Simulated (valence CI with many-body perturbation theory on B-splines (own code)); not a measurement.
# E1 transitions of Sn XLV

Calculated by relativistic CI+MBPT: four valence electrons over a frozen Dirac-Fock core [He], a basis of 11 s, 11 p, 10 d, 8 f, 5 g, 2 h functions for each j, with the one-electron correlation potential Σ1, the two-electron term Σ2, the three-electron term Σ3, Breit, model QED; selected CI, second order for the rest, scaled by the run's own slope (own B-spline code, finite nucleus).

No measured spectrum was set against this ion. As an estimate, large intervals hold to a few tenths of a per cent, small ones and those within an open d or f shell to about a per cent. Among the levels kept, up to 840 cm⁻¹ of a level comes from second order outside the variational space, and about a tenth of that is noise between levels of different J, which matters for small intervals.

Lines 1 to 50 of 546 in falling wavelength, among levels below 5257.5 eV, chosen from the strongest by gf and those to the six lowest levels. Wavelengths and rates use the calculated energies. Electric multipoles are in the length gauge, E1 and E2 with the static RPA response of the core. Weak lines are less certain than strong ones. Lines between different terms over intervals too small for the method are left out, as are lines whose strength nearly cancels. Where a level lies close to another of its J and parity, the split of strength between their lines is uncertain. The highest levels of a list are the least certain.

Levels are named by their leading jj configuration (3d3/2^4 stands for four electrons in 3d with j = 3/2), which in mixed levels can hold well under half, so a name can repeat and another be missing. Letters in brackets count levels of one name in rising energy.

| λ vac (nm) | Upper | Lower | A (s⁻¹) | S (a.u.) |
| --- | --- | --- | --- | --- |
| 19.69 | (2s^2 2p3/2 3p1/2) J=2 | (2s^2 2p3/2 3s) J=2 | 3.06e+09 | 5.76e-02 |
| 19.32 | (2s 2p3/2^2 3d3/2) J=4 | (2s 2p3/2^2 3p3/2) J=4 | 1.81e+09 | 5.81e-02 |
| 18.89 | (2s 2p3/2^2 3p1/2) J=2 [a] | (2s 2p3/2^2 3s) J=3 | 3.95e+09 | 6.57e-02 |
| 18.85 | (2p1/2 2p3/2^2 3p1/2) J=2 [b] | (2p1/2 2p3/2^2 3s) J=3 | 4.31e+09 | 7.13e-02 |
| 18.34 | (2s 2p1/2 2p3/2 3d5/2) J=4 [a] | (2s 2p1/2 2p3/2 3p3/2) J=3 [a] | 5.83e+09 | 1.60e-01 |
| 18.22 | (2s 2p1/2 2p3/2 3d5/2) J=5 | (2s 2p1/2 2p3/2 3p3/2) J=4 | 6.51e+09 | 2.14e-01 |
| 18.13 | (2s 2p3/2^2 3d5/2) J=3 [c] | (2s 2p3/2^2 3p3/2) J=2 [c] | 4.54e+09 | 9.35e-02 |
| 18.06 | (2s 2p1/2 2p3/2 3p1/2) J=2 [b] | (2s 2p1/2 2p3/2 3s) J=3 | 4.40e+09 | 6.40e-02 |
| 18.04 | (2s 2p3/2^2 3d5/2) J=5 | (2s 2p3/2^2 3p3/2) J=4 | 6.49e+09 | 2.07e-01 |
| 18.02 | (2p1/2 2p3/2^2 3d5/2) J=4 | (2p1/2 2p3/2^2 3p3/2) J=3 [a] | 5.41e+09 | 1.41e-01 |
| 17.98 | (2p1/2^2 2p3/2 3d5/2) J=4 | (2p1/2^2 2p3/2 3p3/2) J=3 | 7.47e+09 | 1.93e-01 |
| 17.95 | (2s 2p3/2^2 3p1/2) J=3 | (2s 2p3/2^2 3s) J=3 | 2.86e+09 | 5.72e-02 |
| 17.89 | (2s 2p1/2^2 3d5/2) J=3 | (2s 2p1/2^2 3p3/2) J=2 | 6.70e+09 | 1.33e-01 |
| 17.89 | (2p1/2 2p3/2^2 3d5/2) J=3 | (2p1/2 2p3/2^2 3p3/2) J=2 [a] | 5.72e+09 | 1.13e-01 |
| 17.71 | (2s 2p1/2 2p3/2 3d5/2) J=2 [d] | (2s 2p1/2 2p3/2 3p3/2) J=1 [d] | 4.23e+09 | 5.80e-02 |
| 17.65 | (2s 2p3/2^2 3d5/2) J=3 [a] | (2s 2p3/2^2 3p3/2) J=2 [a] | 3.97e+09 | 7.53e-02 |
| 17.55 | (2p1/2^2 2p3/2 3d5/2) J=3 | (2p1/2^2 2p3/2 3p3/2) J=2 | 6.48e+09 | 1.21e-01 |
| 17.23 | (2s 2p3/2^2 3d5/2) J=3 [b] | (2s 2p3/2^2 3p3/2) J=2 [b] | 4.87e+09 | 8.61e-02 |
| 17.08 | (2s 2p1/2 2p3/2 3d5/2) J=4 [c] | (2s 2p1/2 2p3/2 3p3/2) J=3 [c] | 7.66e+09 | 1.70e-01 |
| 16.99 | (2s 2p1/2 2p3/2 3d5/2) J=3 [d] | (2s 2p1/2 2p3/2 3p3/2) J=2 [d] | 6.78e+09 | 1.15e-01 |
| 16.86 | (2s 2p3/2^2 3d5/2) J=4 [a] | (2s 2p3/2^2 3p3/2) J=3 [a] | 4.95e+09 | 1.06e-01 |
| 16.64 | (2s 2p1/2 2p3/2 3d5/2) J=4 [b] | (2s 2p1/2 2p3/2 3p3/2) J=3 [b] | 6.97e+09 | 1.43e-01 |
| 16.60 | (2s^2 2p1/2 3d5/2) J=3 | (2s^2 2p1/2 3p3/2) J=2 | 7.96e+09 | 1.26e-01 |
| 16.41 | (2s 2p3/2^2 3d5/2) J=2 [a] | (2s 2p3/2^2 3p3/2) J=2 [a] | 4.11e+09 | 4.48e-02 |
| 16.37 | (2p1/2^2 2p3/2 3d5/2) J=2 | (2p1/2^2 2p3/2 3p3/2) J=1 | 5.34e+09 | 5.79e-02 |
| 16.29 | (2s 2p1/2 2p3/2 3d5/2) J=3 [c] | (2s 2p1/2 2p3/2 3p3/2) J=2 [c] | 6.00e+09 | 8.96e-02 |
| 16.20 | (2s 2p3/2^2 3d5/2) J=4 [b] | (2s 2p3/2^2 3p3/2) J=3 [b] | 7.67e+09 | 1.45e-01 |
| 16.02 | (2s 2p1/2 2p3/2 3d5/2) J=2 [a] | (2s 2p1/2 2p3/2 3p3/2) J=1 [a] | 4.46e+09 | 4.52e-02 |
| 15.99 | (2s^2 2p3/2 3d5/2) J=4 | (2s^2 2p3/2 3p3/2) J=3 | 6.90e+09 | 1.25e-01 |
| 15.71 | (2s 2p1/2 2p3/2 3d5/2) J=3 [b] | (2s 2p1/2 2p3/2 3p3/2) J=2 [b] | 5.45e+09 | 7.30e-02 |
| 15.65 | (2s^2 2p3/2 3d5/2) J=3 | (2s^2 2p3/2 3p3/2) J=2 | 5.24e+09 | 6.95e-02 |
| 15.60 | (2s 2p1/2^2 3d5/2) J=2 | (2s 2p1/2^2 3p3/2) J=1 | 9.30e+09 | 8.72e-02 |
| 15.54 | (2s^2 2p1/2 3d5/2) J=2 | (2s^2 2p1/2 3p3/2) J=1 | 7.20e+09 | 6.66e-02 |
| 15.54 | (2s 2p1/2 2p3/2 3d5/2) J=3 [a] | (2s 2p1/2 2p3/2 3p3/2) J=2 [a] | 5.25e+09 | 6.81e-02 |
| 15.37 | (2s 2p3/2^2 3d5/2) J=2 [b] | (2s 2p3/2^2 3p3/2) J=1 [b] | 8.01e+09 | 7.17e-02 |
| 13.14 | (2s 2p3/2^2 3d5/2) J=3 [a] | (2s 2p3/2^2 3p3/2) J=3 [a] | 4.81e+09 | 3.76e-02 |
| 11.48 | (2s 2p3/2^2 3p3/2) J=3 [a] | (2s 2p3/2^2 3s) J=2 [a] | 9.78e+09 | 5.11e-02 |
| 11.46 | (2p1/2 2p3/2^2 3p3/2) J=1 [a] | (2p1/2 2p3/2^2 3s) J=2 [b] | 1.65e+10 | 3.68e-02 |
| 11.22 | (2p1/2^2 2p3/2 3p3/2) J=1 | (2p1/2^2 2p3/2 3s) J=1 | 2.58e+10 | 5.41e-02 |
| 11.14 | (2s 2p3/2^2 3p3/2) J=1 [b] | (2s 2p3/2^2 3s) J=0 | 1.67e+10 | 3.41e-02 |
| 11.12 | (2s 2p1/2 2p3/2 3p3/2) J=2 [b] | (2s 2p1/2 2p3/2 3s) J=2 [b] | 1.35e+10 | 4.57e-02 |
| 11.07 | (2p1/2 2p3/2^2 3p3/2) J=3 [b] | (2p1/2 2p3/2^2 3s) J=2 [b] | 1.94e+10 | 9.12e-02 |
| 11.00 | (2s 2p1/2 2p3/2 3d3/2) J=2 [d] | (2s 2p1/2 2p3/2 3p1/2) J=1 [c] | 1.10e+10 | 3.60e-02 |
| 10.87 | (2p1/2 2p3/2^2 3p3/2) J=3 [b] | (2p1/2 2p3/2^2 3s) J=3 | 1.53e+10 | 6.79e-02 |
| 10.85 | (2s 2p3/2^2 3p3/2) J=3 [b] | (2s 2p3/2^2 3s) J=2 [b] | 2.40e+10 | 1.06e-01 |
| 10.81 | (2s 2p1/2 2p3/2 3d3/2) J=2 [b] | (2s 2p1/2 2p3/2 3p1/2) J=2 [b] | 1.53e+10 | 4.79e-02 |
| 10.80 | (2p1/2 2p3/2^2 3p3/2) J=2 [a] | (2p1/2 2p3/2^2 3s) J=1 [a] | 1.45e+10 | 4.50e-02 |
| 10.79 | (2p1/2 2p3/2^2 3p3/2) J=4 | (2p1/2 2p3/2^2 3s) J=3 | 4.60e+10 | 2.57e-01 |
| 10.76 | (2p1/2^2 2p3/2 3d3/2) J=2 | (2p1/2^2 2p3/2 3p1/2) J=2 | 1.13e+10 | 3.48e-02 |
| 10.65 | (2p1/2 2p3/2^2 3d5/2) J=4 | (2p1/2 2p3/2^2 3p1/2) J=3 | 5.41e+09 | 2.90e-02 |
